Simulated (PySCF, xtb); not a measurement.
PbH₂, SMILES [PbH2] (connectivity only; charge and spin as stated), neutral, multiplicity 1.

GFN2-xTB in xtb at its own geometry gives an orbital gap of 2.83 eV and a dipole moment of 4.08 D.

Coordinates come from a B3LYP-D3(BJ)/def2-TZVPD optimisation. The def2 effective core potentials stand for the cores of Pb; spin–orbit coupling is left out.

Question: What does HF/def2-TZVPD (PySCF) give? (The exact figures need the calculation; the answer reports its results.)

Answer: gap 8.69 eV (levels -8.88 and -0.18 eV), dipole 1.55 D.
